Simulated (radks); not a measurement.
Ag24+, 23 electrons, occupied as [Ar] 3d5. All-electron calculation, non-relativistic Kohn-Sham, PBE, spin-polarised, spherical densities, point nucleus; open shells are filled with parallel spins first (spin-orbit coupling, left out, can overturn this in heavy ions); relativity is left out, which matters for an element this heavy. Program: a radial shooting solver on a logarithmic mesh with Libxc functionals.

Unscreened Slater integrals over Kohn-Sham orbitals (hartree). They are taken over the spin-up orbitals. Empty in this configuration: 4s.

F0(3d,3d): 2.9164
F2(3d,3d): 1.4894
F4(3d,3d): 0.95896
F0(3d,3p): 2.7138
F2(3d,3p): 1.3111
G1(3d,3p): 1.4320
G3(3d,3p): 0.94617
F0(3d,3s): 2.6556
G2(3d,3s): 1.0505
F0(3d,2p): 3.7351
F2(3d,2p): 1.0753
G1(3d,2p): 0.97358
G3(3d,2p): 0.56055
F0(3d,4s): 1.5741
G2(3d,4s): 0.14540
F0(3p,3p): 2.5917
F2(3p,3p): 1.3112
F0(3p,3s): 2.5415
G1(3p,3s): 1.6525
F0(3p,2p): 3.4446
F2(3p,2p): 0.82985
G0(3p,2p): 0.32463
G2(3p,2p): 0.35482
F0(3p,4s): 1.5452
G1(3p,4s): 0.15707
F0(3s,3s): 2.5003
F0(3s,2p): 3.2911
G1(3s,2p): 0.31871
F0(3s,4s): 1.5344
G0(3s,4s): 0.11790
F0(2p,2p): 7.6208
F2(2p,2p): 3.6346
F0(2p,4s): 1.7579
G1(2p,4s): 0.089181
F0(4s,4s): 1.2496

Derived for the open shells (J is the average intra-shell exchange parameter used in DFT+U). 3d: Racah B = F2/49 - 5 F4/441 = 0.01952 hartree, C = 35 F4/441 = 0.07611 hartree, C/B = 3.90, F4/F2 = 0.644, J = (F2 + F4)/14 = 0.1749 hartree.
